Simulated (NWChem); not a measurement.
**Basis-set convergence for H2BIO2**

```xyz
6

B     -1.1102     0.7801     0.0000
I      0.6647    -0.4814     0.0000
O     -2.3126     0.1554     0.0000
H     -3.0444     0.8030     0.0000
O     -1.0060     2.1394     0.0000
H     -0.0835     2.4502     0.0000
```
Charge 0, spin multiplicity 1.

All runs are NWChem calculations. Structure: optimised with PBE/def2-SVP with def2 effective core potentials on I, a minimum by its harmonic frequencies. It is one conformer; others weren't searched.

Quantity: LUMO energy at the level B3LYP.

Effective core potentials replace the inner electrons of I; spin-orbit coupling is left out. B3LYP has NWChem's definition, with VWN1-RPA local correlation. The structure started from a generated list of species.

Relative cost: rough, from shared machines, SCF included, def2-SVP = 1.

```csv
basis,functions,LUMO energy (eV),relative cost
def2-SVP,78,…,1
def2-SVPD,117,…,4
def2-TZVP,155,-0.18,4
def2-TZVPP,171,-0.18,5
def2-TZVPD,194,…,20
```

Q: What belongs in the gaps?

A: 
- def2-SVP, LUMO energy (eV): 0.42
- def2-SVPD, LUMO energy (eV): -0.63
- def2-TZVPD, LUMO energy (eV): -0.74
